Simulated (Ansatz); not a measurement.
Relaxation of H$_{3}$NaSn (5 atoms, charge 0, multiplicity 1), to a largest force component of 0.02 eV/Å in at most 40 steps.

These are results of Ansatz, RHF/def2-SVP, not measurements.

```xyz
5
Properties=species:S:1:pos:R:3
Na -2.787 0.368 0.297
Sn 0.017 -0.001 -0.003
H 0.847 0.376 -1.467
H 0.761 -1.547 0.170
H 1.162 0.804 1.004
```

**Question.** Where does it end, and by what steps?

**Answer.** The forces met the threshold. After 3 steps the energy has fallen by 0.151 eV; Sn2 moved furthest, 0.12 Å.

```tsv
step	energy less start (eV)	largest force component (eV/Å)	accepted
0	0.0000	0.976	yes
1	-0.0718	0.533	yes
2	-0.1502	0.081	yes
3	-0.1512	0.019	yes
```

```xyz
5
Properties=species:S:1:pos:R:3
Na -2.819 0.373 0.299
Sn 0.134 -0.018 -0.015
H 0.811 0.415 -1.558
H 0.723 -1.642 0.191
H 1.151 0.872 1.083
```

Whether the end is a true minimum wasn't checked by a vibrational analysis.

Time of the run: 4.4 s on 1 CPU thread of a shared host.
